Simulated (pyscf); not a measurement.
## H₂Si⁺–Cl (SMILES [SiH2+]Cl), singlet

Gas-phase minimum from PySCF at ωB97X-D3(BJ)/def2-SVP, one conformer. 

```xyz
4

Si     0.1651    -0.0511    -0.6884
Cl    -0.0269     0.1038    -2.6335
H      0.2823     1.1889     0.0945
H      0.1830    -1.4003    -0.1019
```
Charge +1, spin multiplicity 1.

Bonds (Å): Si1–Cl2 1.961, Si1–H3 1.471, Si1–H4 1.471. Angles (°): Cl2–Si1–H3 118.0, Cl2–Si1–H4 118.0, H3–Si1–H4 124.0.

Properties at ωB97X-D3(BJ)/def2-SVP:

```json
{
  "harmonic_wavenumbers_unscaled": "635, 688, 718, 942, 2348, 2408 cm⁻¹",
  "zero_point_energy": "11.1 kcal/mol",
  "rotational_symmetry_number": "2",
  "Entropy of this conformer at 298 K and 1 atm, rigid rotor and harmonic oscillator, modes under 100 cm⁻¹ raised to 100": "248.5 J/(mol K)",
  "dipole_moment": "depends on origin"
}
```

Single-point totals, which compare only within one level (frozen core for MP2 and CC):

```tsv
level	total energy (hartree)
ωB97X-D3(BJ)/def2-TZVP	-750.64558
PBE/def2-TZVP	-750.27533
r²SCAN/def2-TZVP	-750.55593
B3LYP-D3(BJ)/def2-TZVP	-750.65896
PBE0-D3(BJ)/def2-TZVP	-750.34223
M06-2X/def2-TZVP	-750.57686
ωB97M-D3(BJ)/def2-TZVP	-750.70742
HF/def2-TZVPP	-749.35061
MP2/def2-TZVPP	-749.63633
CCSD/def2-TZVPP	-749.66865
CCSD(T)/def2-TZVPP	-749.68124
```

The CCSD(T) − MP2 part came from Ansatz, without density fitting, on the same reference.
